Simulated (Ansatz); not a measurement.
`C[O][Sn]([CH3])([F])[S]C` at its PBE0-D4/def2-TZVP geometry, where that method's forces vanish. Charge 0, multiplicity 1. Sn: def2 effective core potential.

```xyz
16

C    -1.3003    0.4734   -2.0027
O    -1.2723    0.5490   -0.5953
Sn   -0.4125   -0.8420    0.4736
C    -0.7715   -0.3741    2.5044
F    -1.3079   -2.4946    0.0638
S     1.7848   -1.1620   -0.3837
C     2.3325    0.5758   -0.3475
H    -0.3311    0.1824   -2.4293
H    -2.0516   -0.2431   -2.3530
H    -1.5602    1.4619   -2.3920
H    -1.8357   -0.5037    2.6980
H    -0.1922   -1.0417    3.1401
H    -0.4862    0.6607    2.6900
H     3.2851    0.6023   -0.8760
H     1.6286    1.2289   -0.8621
H     2.4906    0.9268    0.6718
```

(1) What forces (eV/Å) does ωB97M-V/def2-TZVPP give on these atoms in Ansatz 0.2.0? (Estimate.)

Answers

(1) Ansatz gave: 
```
C1  -0.026  0.007 -0.336
O2   0.036 -0.033  0.274
Sn3  0.058  0.070  0.041
C4   0.012 -0.011 -0.046
F5  -0.007 -0.010 -0.016
S6  -0.121 -0.117  0.025
C7   0.057  0.157 -0.001
H8  -0.064  0.020  0.040
H9   0.065  0.059  0.035
H10  0.024 -0.095  0.020
H11  0.095  0.018 -0.004
H12 -0.056  0.064 -0.038
H13 -0.028 -0.088  0.002
H14 -0.083  0.020  0.051
H15  0.053 -0.042  0.042
H16 -0.014 -0.020 -0.088
```
